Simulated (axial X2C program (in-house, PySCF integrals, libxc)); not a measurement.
# Which molecule has these constants?

All values come from calculations with an in-house relativistic program for diatomic molecules, spin-free (one-electron X2C) or two-component (2c: spin–orbit coupling with atomic mean-field Coulomb and Gaunt terms, which also bring small scalar terms), in Dyall basis sets with cores contracted in-house; open shells are unrestricted.

A two-component PBE0 calculation in a Dyall 3-zeta basis gave Re = 2.455 Å, ωe = 370.8 cm⁻¹, De = 4.40 eV, Ω = 0.

Task: Which molecule is it?
A. SrCl⁺
B. MgCl⁺
C. BeCl⁺
D. CaCl⁺

Result: A. The others have CaCl⁺ 2.314 Å and 455.5 cm⁻¹ (Ω = 0); BeCl⁺ 1.716 Å and 1020.7 cm⁻¹ (Ω = 0); MgCl⁺ 2.104 Å and 559.7 cm⁻¹ (Ω = 0).

Each entry is the lowest single determinant of a limited PBE0 search at one distance. De goes to single-determinant-based atoms at the same level (for ions the charge split of lowest energy) and is withheld (n/a) where an atom does not fit its ground term or J level. Main or longest-lived isotopes. Some light 2c atoms are not at their ground J level, so De misses part of their lowering (0.04 eV or less). The functionals have no current term, which raises determinants with orbital currents.
